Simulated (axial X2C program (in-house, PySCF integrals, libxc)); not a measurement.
Worked dissociation energy of RhSi: BP86, scalar-relativistic

Calculated with an axial X2C code built on PySCF integrals. Spin-free means the one-electron spin-free X2C Hamiltonian. Basis: Rh dyall-cv3z [12s12p8d5f3g], Si dyall-v3z [8s7p2d1f] (cores contracted in-house); Gaussian nuclei, density fitting, unrestricted open shells. Masses: Rh 102.906 u, Si 27.977 u.

Molecular state: M_S = 1/2, Λ = 0 (beyond evenly filled blocks: σα).

| Quantity | Value |
| --- | --- |
| E(Rh) (2M_S = 3, M_L = 2) | -4784.251265 hartree |
| E(Si) (2M_S = 2, M_L = 0) | -290.019688 hartree |
| E(RhSi) at Re | -5074.452539 hartree |
| ωe | 527.5 cm⁻¹ |
| ωexe | 1.61 cm⁻¹ |

**Question.** Work out De and D0.

**Answer.** De = -4784.251265 + (-290.019688) − (-5074.452539) = 0.18159 hartree = 4.941 eV. The zero-point energy is ωe/2 − ωexe/4 = 263 cm⁻¹ = 0.033 eV, so D0 = 4.909 eV.

The state is a single determinant with fixed occupations, the lowest that a limited PBE0 search found. De is counted from the lowest determinant-based energies of the atoms at the same level, without counterpoise correction. Without a current term, density functionals place determinants with orbital angular momentum somewhat too high.

Each atomic determinant is the lowest at this level and need not be a pure term. Totals compare only within one Hamiltonian and basis.
